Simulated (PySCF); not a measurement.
[Hg(NH3)3]2+ at several levels of theory

Computed with PySCF 2.14.0 (density fitting, no spin-orbit coupling) at the geometry relaxed with PBE:

```xyz
13
[Hg(NH3)3]2+ (singlet)
Hg    0.0000    0.0000    0.0000
N     2.2827    0.0024    0.0000
H     2.6707   -0.4788    0.8310
H     2.6707   -0.4788   -0.8310
H     2.6787    0.9587    0.0000
N    -1.1434    1.9756    0.0000
H    -0.9207    2.5523    0.8310
H    -0.9207    2.5523   -0.8310
H    -2.1696    1.8405    0.0000
N    -1.1392   -1.9781    0.0000
H    -1.7500   -2.0735    0.8310
H    -1.7500   -2.0735   -0.8310
H    -0.5091   -2.7992    0.0000
```

```csv
level,basis,state,HOMO (eV),gap (eV),charge on Hg1 (e),dipole about the centre of mass (D),largest force component (eV/Å)
PBE,"Hg def2-SVP with ECP60, N def2-SVP, H def2-SVP",singlet,-17.22,4.77,0.71,0.00,0.00
BLYP,the same,singlet,-17.08,4.69,0.68,0.00,0.18
PBE,"Hg def2-TZVP with ECP60, N def2-TZVP, H def2-TZVP",singlet,-17.19,4.77,0.91,0.00,0.31
PBE,"Hg x2c-SVPall, N x2c-SVPall, H x2c-SVPall",singlet,-17.27,4.78,0.46,0.00,0.09
```

Charges are Mulliken's, which hang on the basis. The relaxation used the grid (50, 194), these runs (75, 302) or, all-electron (x2c bases, spin-free X2C Hamiltonian), (99, 590).

(1) A further run in the first row's basis gives HOMO (eV) -18.63, gap (eV) 7.11, charge on Hg1 (e) 0.83, dipole about the centre of mass (D) 0.00, largest force component (eV/Å) 0.37. Which level was it?
A. M06-L
B. PBE0
C. BP86

A frequency check found unstable modes (3, the lowest at -48 cm⁻¹), so the relaxed geometry is probably a saddle point.

Results:

(1) B. The others give HOMO -17.33 eV (BP86); -17.49 eV (M06-L).
